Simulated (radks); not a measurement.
The numbers below are computed, except where a source is named.
All-electron atom: Eu2+ in [Xe] 4f7.

Code: a radial shooting solver on a logarithmic mesh with Libxc functionals. Model: scalar-relativistic Kohn-Sham, PBE, spin-polarised, spherical densities, finite nucleus; open shells are filled with parallel spins first (spin-orbit coupling, left out, can overturn this in heavy ions); Fermi nuclear charge, rms radius 5.1115 fm.

Energy parts (Ry):
part                       energy
total                 -21685.9501
kinetic                23229.6314
electron-nucleus      -52799.2140
Hartree                 8367.8051
exchange-correlation    -484.1726

Orbitals (lengths in bohr, moments of r in powers of bohr; r(max) is where P^2 peaks; r(90%) holds 90 % of the orbital's charge):
\begin{tabular}{lrrrrr}
orbital & occ. & eigenvalue (Ry) & r(90%) & r(max) & <r> \\ \hline
1s down & 1 & -3555.510 & 0.0403 & 0.01420 & 0.02232 \\
1s up & 1 & -3555.510 & 0.0403 & 0.01420 & 0.02232 \\
2s up & 1 & -584.6292 & 0.147 & 0.08055 & 0.09512 \\
2s down & 1 & -584.6266 & 0.147 & 0.08055 & 0.09512 \\
2p up & 3 & -521.0236 & 0.137 & 0.06513 & 0.08389 \\
2p down & 3 & -521.0219 & 0.137 & 0.06513 & 0.08389 \\
3s up & 1 & -129.4181 & 0.366 & 0.2289 & 0.2497 \\
3s down & 1 & -129.2499 & 0.366 & 0.2288 & 0.2494 \\
3p up & 3 & -109.6181 & 0.371 & 0.2245 & 0.2481 \\
3p down & 3 & -109.4507 & 0.371 & 0.2244 & 0.2479 \\
3d up & 5 & -83.12017 & 0.352 & 0.1839 & 0.2261 \\
3d down & 5 & -82.99179 & 0.352 & 0.1837 & 0.2258 \\
4s up & 1 & -26.59473 & 0.813 & 0.5275 & 0.5663 \\
4s down & 1 & -26.18349 & 0.813 & 0.5273 & 0.5662 \\
4p up & 3 & -20.08421 & 0.872 & 0.5506 & 0.5997 \\
4p down & 3 & -19.67369 & 0.872 & 0.5503 & 0.5997 \\
4d up & 5 & -11.01214 & 0.984 & 0.5736 & 0.6546 \\
4d down & 5 & -10.60294 & 0.986 & 0.5731 & 0.6553 \\
5s up & 1 & -4.35842 & 1.98 & 1.229 & 1.371 \\
5s down & 1 & -4.12563 & 2.02 & 1.245 & 1.396 \\
5p up & 3 & -2.79873 & 2.35 & 1.396 & 1.604 \\
5p down & 3 & -2.62518 & 2.41 & 1.421 & 1.644 \\
4f up & 7 & -1.29582 & 1.63 & 0.5929 & 0.9373 \\
6s up & 0 & -1.04025 & 4.98 & 3.163 & 3.488 \\
5d up & 0 & -1.02706 & 3.83 & 1.970 & 2.484 \\
6s down & 0 & -0.99606 & 5.06 & 3.224 & 3.549 \\
5d down & 0 & -0.95312 & 4.00 & 2.055 & 2.594 \\
4f down & 0 & -0.94272 & 1.86 & 0.5960 & 1.025 \\
\end{tabular}

The highest occupied level is 4f up at -17.631 eV. For comparison, the ionisation energy in NIST's Atomic Spectra Database is 24.84 eV (semi-empirical). In exact Kohn-Sham theory the highest level is minus the ionisation energy, but local and semilocal functionals leave it too shallow, through self-interaction and a potential that decays too fast; potentials with the right tail come closer. Spin moment in Bohr magnetons: 7. Summed over all electrons, <r^2> = 39.90 bohr^2, which gives a Langevin (diamagnetic) susceptibility term of -31.6 x 10^-6 cm^3/mol. The density falls to 0.001 e/bohr^3 at r = 3.48 bohr.
